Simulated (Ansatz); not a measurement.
Computed with Ansatz on PBE0-D4/def2-TZVP structures; ΔE is electronic, products minus reactants. CCSD(T)/CBS is the MP2 limit (def2-TZVPP, def2-QZVPP) plus CCSD(T) − MP2 in def2-TZVPP, frozen cores. DFT in def2-TZVPP. One conformer a species, not always the lowest.

Reaction (isomerisation): `NBC1N[SiH2]1` → `CN1BN[SiH2]1`

`NBC1N[SiH2]1`:

Z-matrix (Å, degrees):
```
C
B 1 1.544
Si 1 1.851 2 119.0
N 1 1.511 2 118.2 3 -70.1
H 1 1.094 2 118.9 3 141.6
N 2 1.396 1 121.5 3 -123.8
H 2 1.199 1 120.2 3 53.5
H 3 1.477 1 124.4 2 -9.6
H 3 1.481 1 117.1 2 143.6
H 4 1.010 1 114.1 2 -133.9
H 6 1.004 2 122.7 1 176.1
H 6 1.006 2 123.7 1 -2.9
```

`CN1BN[SiH2]1`:

```xyz
12

C     0.766   -1.624   -0.147
N     0.185   -0.318   -0.062
B     0.342    0.857   -0.869
N    -0.548    1.801   -0.242
Si   -0.944    0.575    0.904
H     1.475   -1.664   -0.977
H     1.310   -1.891    0.765
H     0.012   -2.400   -0.320
H     1.046    1.001   -1.825
H    -0.747    2.758   -0.446
H    -2.348    0.081    0.901
H    -0.548    0.824    2.317
```

```tsv
level	ΔE (kJ/mol)
r2SCAN	-192.0
SCS-MP2/def2-QZVPP	-208.4
```

(1) What does CCSD(T)/CBS give? (An estimate is asked.)

Largest T1 diagnostic among the species: 0.013.

## Answers

(1) Computed: -201.4 kJ/mol. The listed levels differ from it by 9.4, -7.0 kJ/mol.

In def2-TZVPP, CCSD(T) changes the Hartree–Fock value by +28.4 kJ/mol (the triples alone add +5.1 kJ/mol) and MP2 by +24.1 kJ/mol. From PBE to PBE0 (25 % exact exchange), in def2-TZVPP and without D4, ΔE moves by −15.0 kJ/mol.
